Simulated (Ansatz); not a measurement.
Born–Oppenheimer molecular dynamics of a periodic cell of 13 atoms, LiTc$_{12}$ (host Tc, host structure hcp, interstitial Li). It goes on from the last frame of an earlier run, with new velocities.

These are results of DFT LDA, scalar-relativistic, plane waves, PAW in Ansatz 0.2.0, not measurements. Settings: accuracy low, cutoff 600 eV, k mesh 2x2x2, fermi-dirac smearing 0.15 eV, no spin polarisation.

```yaml
ensemble: NVE (velocity Verlet)
time_step: 1.5 fs
steps_asked: 300
starting_velocities_drawn_for: 840 K
seed: 810018
```

First frame:

```xyz
13
Lattice="5.4800 0.0000 0.0000 -4.1100 7.1187 0.0000 0.0000 0.0000 4.3950" Properties=species:S:1:pos:R:3
Tc 0.259 0.224 -0.041
Tc 0.046 1.572 2.158
Tc -1.464 2.336 -0.141
Tc -1.289 4.132 2.174
Tc -2.611 4.748 -0.064
Tc -2.774 6.429 2.327
Tc 2.802 0.035 0.161
Tc 2.842 1.705 2.213
Tc 1.473 2.478 0.040
Tc 1.430 3.845 2.232
Tc -0.086 4.627 -0.222
Tc -0.155 6.510 2.474
Li 0.930 5.586 0.962
```

**Question.** What does the run give?

**Answer.** The run went to its last step.

```
steps done                                               : 300
time covered                                             : 450 fs
mean temperature over the second half                    : 726 K
spread of the potential energy over the second half      : 16.2 meV per atom
mean potential energy of the second half above the start : 13.6 meV per atom
```

The conserved energy stayed within 0.24 meV per atom of its start (net change -0.027 meV per atom), so the integration is sound. A run of 0.45 ps of so small a system gives no equilibrium averages. Limits of this set-up: coarse k mesh, a small cell, in which the defect meets its images, a typed lattice constant that wasn't relaxed here, low accuracy level.

**Question.** What happens to the structure?

**Answer.** Mean squared displacements from the first frame to the last, about the centre of mass: Tc 0.05 Å², Li 0.41 Å². The details hang on the random start.

**Question.** How do temperature and energy run in time?

**Answer.** 
| time (fs) | T (K) | potential energy less start (eV) | conserved less start (meV/atom) |
| --- | --- | --- | --- |
| 0 | 840 | 0.000 | 0.00 |
| 37.5 | 479 | 0.560 | -0.03 |
| 75 | 795 | 0.067 | -0.17 |
| 112.5 | 565 | 0.427 | 0.03 |
| 150 | 891 | -0.081 | -0.19 |
| 187.5 | 591 | 0.385 | -0.11 |
| 225 | 712 | 0.197 | -0.04 |
| 262.5 | 843 | -0.006 | -0.17 |
| 300 | 542 | 0.462 | -0.03 |
| 337.5 | 830 | 0.014 | -0.12 |
| 375 | 458 | 0.592 | 0.03 |
| 412.5 | 950 | -0.172 | -0.13 |
| 450 | 633 | 0.320 | -0.03 |

Time of the run: 8.5 min on 2 threads of AMD EPYC 9R45 96-Core Processor (Zen 5) (shared host), peak memory 0.92 GiB.
